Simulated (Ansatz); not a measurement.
Relaxation of C₃H₉BO₂ (15 atoms, charge 0, multiplicity 1), to a largest force component of 0.015 eV/Å in at most 40 steps.

Level of theory: Ansatz 0.2.0, RKS BLYP-D4/6-31G*.

```xyz
15
Properties=species:S:1:pos:R:3:forces:R:3
B -0.321 -2.333 -0.485 0.20 3.31 -1.91
O 0.505 -1.224 -1.012 -1.37 -2.25 1.15
C 1.177 -1.628 -2.185 -1.24 2.60 -2.31
C 1.673 -0.281 -2.914 1.69 -2.99 0.64
O 2.256 -2.443 -1.877 0.47 -1.03 -0.14
C 2.383 -3.492 -2.845 0.70 -1.11 0.59
H -1.462 -2.361 -0.864 -0.06 -0.09 -0.07
H 0.088 -3.061 0.269 0.90 -1.35 1.44
H 0.418 -2.078 -2.969 1.03 -0.08 1.24
H 2.188 -0.615 -3.854 -0.29 0.45 0.41
H 0.848 0.329 -3.115 -1.45 1.30 -0.41
H 2.410 0.175 -2.240 -0.02 0.30 -0.05
H 1.537 -4.202 -2.766 -0.22 0.16 -0.24
H 3.286 -4.121 -2.609 -0.33 0.75 -0.03
H 2.475 -3.099 -3.863 -0.01 0.02 -0.31
```

Q: Where does it end, and by what steps?

A: The forces met the threshold. After 18 steps the energy has fallen by 1.312 eV; H8 moved furthest, 1.54 Å.

| step | energy less start (eV) | largest force component (eV/Å) | accepted |
| --- | --- | --- | --- |
| 0 | 0.0000 | 3.312 | yes |
| 1 | -0.4528 | 1.363 | yes |
| 2 | -0.5828 | 1.271 | yes |
| 3 | -0.6901 | 0.726 | yes |
| 4 | -0.8133 | 0.675 | yes |
| 5 | -0.9373 | 0.909 | yes |
| 6 | -1.0840 | 0.681 | yes |
| 7 | -1.1978 | 0.499 | yes |
| 8 | -1.2649 | 0.281 | yes |
| 9 | -1.2941 | 0.217 | yes |
| 10 | -1.2816 | 0.482 | no |
| 11 | -1.3039 | 0.277 | yes |
| 12 | -1.3085 | 0.091 | yes |
| 13 | -1.3101 | 0.041 | yes |
| 14 | -1.3108 | 0.037 | yes |
| 15 | -1.3114 | 0.045 | yes |
| 16 | -1.3114 | 0.057 | yes |
| 17 | -1.3117 | 0.033 | yes |
| 18 | -1.3118 | 0.014 | yes |

```xyz
15
Properties=species:S:1:pos:R:3
B -0.330 -2.152 -0.291
O 0.600 -1.365 -0.896
C 1.111 -1.718 -2.195
C 1.654 -0.446 -2.844
O 2.126 -2.690 -1.952
C 2.452 -3.476 -3.104
H -0.806 -3.100 -0.868
H -0.658 -1.827 0.819
H 0.299 -2.175 -2.799
H 2.086 -0.668 -3.833
H 0.848 0.294 -2.975
H 2.436 -0.014 -2.200
H 1.552 -3.967 -3.529
H 3.157 -4.247 -2.760
H 2.937 -2.879 -3.902
```

Whether the end is a true minimum wasn't checked by a vibrational analysis.

Run time: 41 s on 2 threads of Arm Neoverse V2, with other jobs on the host, peak memory 0.15 GiB.
